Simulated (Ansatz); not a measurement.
Basis-set series for AlBrH4SeSi. The species carries charge 0 and has multiplicity 1. The bonds changed during the relaxation, so this is another structure than the one it started from. Geometry: relaxed with PBE0-D4/def2-TZVP. It is one conformer, not always the lowest.

```xyz
8

Al   -0.439   -1.558   -0.297
Se   -0.694   -0.191    1.685
Si    0.329    1.363    0.489
Br    0.365    0.539   -1.674
H    -1.799   -1.945   -1.000
H     0.860   -2.457   -0.340
H     1.763    1.593    0.773
H    -0.385    2.654    0.366
```

```json
{"functional": "PBE0-D4", "basis": "def2-TZVPP", "functions": "236", "energy (Eh)": "-5509.35019", "HOMO (eV)": "-7.13", "LUMO (eV)": "-1.35"}
{"functional": "PBE0-D4", "basis": "def2-QZVPP", "functions": "438", "energy (Eh)": "-5509.47050", "HOMO (eV)": "-7.14", "LUMO (eV)": "-1.40"}
{"functional": "ωB97M-V", "basis": "def2-TZVPP", "functions": "236", "energy (Eh)": "-5509.83854", "HOMO (eV)": "-9.24", "LUMO (eV)": "0.45"}
{"functional": "ωB97M-V", "basis": "def2-QZVPP", "functions": "438", "energy (Eh)": "-5509.95433", "HOMO (eV)": "-9.24", "LUMO (eV)": "0.27"}
```

**Question.** Give the rows for def2-SVP. (Best estimate.)

**Answer.** Ansatz gave: 
```
functional     basis  functions  energy (Eh)  HOMO (eV)  LUMO (eV)
   PBE0-D4  def2-SVP        120  -5508.55241      -7.09      -1.29
   ωB97M-V  def2-SVP        120  -5509.04317      -9.15       0.59
```

Positive LUMOs are unbound and depend on the basis. Scalar relativity is left out up to krypton.
